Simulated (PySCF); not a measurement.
Computed IR spectrum (relative IR intensity) of a molecule C3H7BF2. Geometry: PBE0-D3(BJ)/def2-SVP. Other conformers were not sampled. All values below come from PySCF with PBE0-D3(BJ)/def2-SVP. No scaling factor is applied to the harmonic values.

Lines under 2 % of the strongest are left out, and lines within 2 cm⁻¹ are merged.

| ν (cm⁻¹) | relative intensity |
|---|---|
| 473 | 6.8 |
| 651 | 9.8 |
| 744 | 9.7 |
| 1028 | 4.5 |
| 1176 | 23 |
| 1226 | 31 |
| 1382 | 26 |
| 1403 | 18 |
| 1412 | 64 |
| 1424 | 100 |
| 1461 | 11 |
| 1471 | 4.5 |
| 1479 | 7.9 |
| 1491 | 37 |
| 2996 | 7.7 |
| 3050 | 22 |
| 3137 | 19 |
| 3158 | 13 |

**Question.** Which structure fits?
A. CB(F)[C@H](C)F
B. CCB(F)CF
C. CC(C)B(F)F
D. CCCB(F)F

**Answer.** C, CC(C)B(F)F
